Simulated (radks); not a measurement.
Values are calculated unless marked as measured or tabulated.
Question: Species: Br IV. Configuration: [Ar] 3d10 4s2 4p(up 2, down 0). Code: a radial shooting solver on a logarithmic mesh with Libxc functionals. Model: non-relativistic Kohn-Sham, PBE, spin-polarised, spherical densities, point nucleus. Some entries of the table are withheld. Estimate them.

| orbital | occ. | eigenvalue (eV) | <r^2> (bohr^2) |
|---|---|---|---|
| 1s up | 1 | -13127.01 | 0.002556 |
| 1s down | 1 | -13126.85 | 0.002556 |
| 2s up | 1 | -1720.200 | 0.04416 |
| 2s down | 1 | -1720.115 | 0.04416 |
| 2p up | 3 | -1554.493 | 0.03413 |
| 2p down | 3 | -1554.338 | 0.03413 |
| 3s up | 1 | -267.9655 | 0.3634 |
| 3s down | 1 | -267.7399 | 0.3630 |
| 3p up | 3 | -209.9758 | 0.3782 |
| 3p down | 3 | -209.7178 | 0.3774 |
| 3d up | 5 | -106.6087 | (1) |
| 3d down | 5 | -106.2792 | (2) |
| 4s up | 1 | -54.2661 | 2.790 |
| 4s down | 1 | -51.7561 | 2.792 |
| 4p up | 2 | (3) | 3.545 |
| 4p down | 0 | (4) | 3.611 |

Answer: 
(1) 3d up <r^2> (bohr^2): 0.4250
(2) 3d down <r^2> (bohr^2): 0.4208
(3) 4p up eigenvalue (eV): -40.8494
(4) 4p down eigenvalue (eV): -38.3244
